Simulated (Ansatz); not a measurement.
A nudged elastic band was laid between two geometries of F3Ge2H3 + H3N (12 atoms, charge 0, multiplicity 1).

The calculation used RHF/def2-SVP (Ansatz).

| Quantity | Value |
| --- | --- |
| movable images | 9 |
| climbing image | yes |
| spring | 5.0 eV/Å² |
| optimiser | quadratic models (default) |
| start path | through a guess of the saddle point |
| force threshold | 0.05 eV/Å |
| iteration limit | 60 |
| end points | relaxed |

Initial state:

```xyz
12
Properties=species:S:1:pos:R:3
Ge 0.169 -0.057 0.274
Ge 0.365 -0.170 2.690
H -0.446 -1.374 3.167
H 1.838 -0.331 3.069
H -0.198 1.129 3.264
F 1.720 -0.184 -0.453
F -0.399 1.400 -0.422
F -0.672 -1.312 -0.530
N -2.532 0.194 1.076
H -2.884 -0.522 0.462
H -2.731 1.082 0.647
H -3.056 0.144 1.933
```

Final state:

```xyz
12
Properties=species:S:1:pos:R:3
Ge -0.777 0.282 -0.775
Ge 0.115 -0.473 3.742
H -0.109 -0.790 5.228
H 1.428 -1.102 3.276
H 0.152 1.047 3.555
F 0.442 0.196 0.410
F -0.354 1.614 -1.728
F -0.584 -1.132 -1.682
N -2.431 0.437 -0.186
H -2.887 -0.345 0.243
H -2.762 1.318 0.157
H -1.058 -1.054 2.938
```

Which bonds break or form, and what moves?

Bonds broken: Ge1–Ge2, N9–H12. Bonds formed: Ge1–N9, Ge2–H12. F3Ge2H3 + H3N becomes F3GeH2N + GeH4.

What energy profile does the band end with?

The forces met the threshold. The highest image is number 5 of 0 to 10, 3.23 eV above the first end and 2.92 eV above the last; the last end lies 0.31 eV above the first. Neighbouring images differ by up to 2.7 eV, so the band resolves the path poorly. A vibrational analysis at the climbing image gives one clearly imaginary mode, 777i cm⁻¹: a first-order saddle point. The orbitals stay closed-shell, which can raise the energy where a bond breaks towards radicals; this wasn't checked here.

```
image  path coordinate (Å)  energy (eV)  Ge1–Ge2 (Å)  N9–H12 (Å)  Ge1–N9 (Å)
    0                 0.00         0.00         2.43        1.01        2.83
    1                 1.03         0.08         2.43        1.01        3.08
    2                 2.06         0.29         2.43        1.00        2.94
    3                 3.09         0.73         2.47        1.00        2.38
    4                 4.12         1.73         2.77        1.00        2.03
    5                 5.14         3.23         3.44        1.14        1.89
    6                 6.28         0.54         3.90        2.41        1.76
    7                 7.42         0.34         4.36        3.14        1.76
    8                 8.55         0.32         4.44        3.42        1.76
    9                 9.69         0.31         4.62        3.57        1.76
   10                10.83         0.31         4.67        3.72        1.76
```

What is the geometry of the highest image?


```xyz
12
Properties=species:S:1:pos:R:3
Ge -0.524 0.021 -0.265
Ge -0.022 -0.303 3.124
H -0.517 -1.458 4.040
H 1.418 -0.748 2.738
H 0.222 0.875 4.110
F 0.699 1.151 -0.065
F -1.042 0.269 -1.862
F -0.118 -1.606 -0.224
N -2.086 0.418 0.713
H -2.856 -0.217 0.533
H -2.406 1.375 0.613
H -1.594 0.225 1.724
```

Time of the run: 15 min on 4 threads of Arm Neoverse V2 (shared host), peak memory 0.52 GiB.
